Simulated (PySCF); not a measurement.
**Electron correlation in Ni (nickel, neutral)**

[Ar] 3d8 4s1 5s1, high-spin 5F determinant (an excited configuration). All numbers are calculated (PySCF 2.14, scalar relativity by spin-free X2C-1e, in x2c-QZVPPall with one added diffuse shell each of s, p, d, f, g type (12s8p7d5f3g, 133 functions)). Frozen: [Ne]; 18 electrons correlated.

MP2 pair energies summed by pair of shells (mhartree):

| pair | energy | share (%) |
| --- | --- | --- |
| 3d-3d | -278.96 | 41.4 |
| 3p-3d | -217.33 | 32.2 |
| 3p-3p | -55.75 | 8.3 |
| 3s-3d | -49.80 | 7.4 |
| 3s-3p | -29.16 | 4.3 |
| 3d-4s | -26.83 | 4.0 |
| 3p-4s | -6.38 | 0.9 |
| 3s-3s | -4.71 | 0.7 |
| 3d-5s | -2.22 | 0.3 |
| 4s-5s | -1.94 | 0.3 |
| 3s-4s | -0.62 | 0.1 |
| 3p-5s | -0.48 | 0.1 |
| 3s-5s | -0.05 | 0.0 |

Total MP2 correlation energy: -674.23 mhartree.

Same-spin part -224.10 and opposite-spin part -450.13 mhartree; SCS-MP2 scales them by 1/3 and 6/5 to -614.85 mhartree.

This basis was not built for core-valence correlation, so the inner-shell part is incomplete.
